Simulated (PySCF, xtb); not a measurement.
C2H6N, SMILES C[N]C, multiplicity 2.

Harmonic wavenumbers (cm⁻¹) from GFN2-xTB (xtb) at its own minimum, in rising order: 44, 75, 467, 970, 978, 1030, 1055, 1195, 1243, 1379, 1380, 1419, 1425, 1454, 1471, 2853, 2857, 2870, 2871, 2914, 2915.

Q: What does ωB97X-D3(BJ)/def2-TZVP run with PySCF 2.14.0 give at its own minimum? (The exact figures need the calculation; the answer reports its results.)

A: 84, 155, 439, 943, 946, 1017, 1033, 1218, 1236, 1403, 1424, 1471, 1481, 1497, 1501, 2983, 2992, 3032, 3038, 3135, 3137. Paired by order, the mean absolute difference is 74 cm⁻¹ and the zero-point energies are 47.0 and 48.8 kcal/mol.
